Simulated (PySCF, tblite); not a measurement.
## A complex of sulfuric acid and 3 × hydrogen fluoride

A gas-phase complex of sulfuric acid and 3 × hydrogen fluoride; neutral, singlet. The structure comes from a short search (6 tight-binding starts) and was relaxed by PBE0-D3(BJ)/def2-SVPD; another way of binding may lie lower. No frequency run checks that it is a minimum.

Parts: 1 = sulfuric acid (O=S(=O)(O)O), atoms 1–7; 2 = hydrogen fluoride (F), atoms 8–9; 3 = hydrogen fluoride (F), atoms 10–11; 4 = hydrogen fluoride (F), atoms 12–13.

```xyz
13

O    -1.153    0.650    0.096
S    -0.205   -0.610    0.393
O    -0.186   -1.491   -0.772
O    -0.586   -1.111    1.682
O     1.238    0.059    0.416
H    -1.070    0.947   -0.858
H     1.240    0.788    1.074
F     0.262    2.182    1.799
H    -0.524    1.955    1.347
F    -0.857    1.344   -2.363
H    -0.433    0.609   -2.816
F     0.218   -0.724   -3.115
H     0.139   -1.134   -2.246
```
Atom numbers follow the order of the file, from 1.

```
  contact  kind (by geometry)  distance (Å)  angle (°)
H11···F12       hydrogen bond         1.513        163
 H13···O3       hydrogen bond         1.551        166
 H6···F10       hydrogen bond         1.571        176
  H7···F8       hydrogen bond         1.851        145
  H9···O1       hydrogen bond         1.914        139
```

Deforming the relaxed parts to their shape here costs 5.0 kcal/mol, which the interaction energies leave out.

Interaction energies are complex less parts, with the parts frozen as they stand in it; counterpoise-corrected, in kcal/mol (PySCF).

How strongly do the parts interact, level by level?


```
                 level  interaction  superposition error removed
wB97M-D3(BJ)/def2-SVPD       -34.68                        -2.92
 PBE0-D3(BJ)/def2-SVPD       -36.78                        -3.22
```

What holds them together? Decompose the wB97M-D3(BJ)/def2-SVPD energy: frozen parts, their antisymmetrised product, then relaxation.

electrostatic -60.6, Pauli repulsion +72.8, orbital relaxation -45.5, dispersion correction -4.3 kcal/mol, which sum to the value before the counterpoise correction; the Pauli term holds the exchange-correlation of the frozen density too. Of the attraction, 55 % is electrostatic, 41 % is orbital relaxation, 4 % is dispersion correction.

Are the pair energies additive?

The pairs sum to -25.87 kcal/mol (1–2 -7.1, 1–3 -7.1, 1–4 -8.0, 2–3 -0.8, 2–4 0.1, 3–4 -3.1); the rest of -8.82 is a many-body strengthening.

The parts were also relaxed and run alone, at the levels used for the complex: shieldings by PBE0/pcSseg-1; core levels by delta-SCF with SCAN, pcX-2 on the ionised atom and pcseg-1 elsewhere, spin-free X2C.

Values alone: F10–H11 bond (Å): 0.920; shielding of H11 (ppm): 29.25; shielding of F12 (ppm): 410.5; shielding of H13 (ppm): 29.25; shielding of O3 (ppm): 95.4; O3 1s core level (eV): 539.13; F10 1s core level (eV): 694.12; F12 1s core level (eV): 694.12.

What does binding change?


```tsv
property	alone	in the complex	change
F10–H11 bond (Å)	0.920	0.962	+0.041
shielding of H11 (ppm)	29.25	21.60	-7.65
shielding of F12 (ppm)	410.5	391.4	-19.1
shielding of H13 (ppm)	29.25	21.72	-7.53
shielding of O3 (ppm)	95.4	120.8	+25.4
O3 1s core level (eV)	539.13	539.96	+0.83
F10 1s core level (eV)	694.12	694.09	-0.02
F12 1s core level (eV)	694.12	693.93	-0.19
```

Density functionals tend to overstate the lengthening and the red shift of so strongly bound an X–H bond.

The 4 runs behind this took 11 min in all, one thread each of Intel Xeon Platinum 8259CL on a shared host, launched as `OMP_NUM_THREADS=1 python cluster_run.py task.json out`.
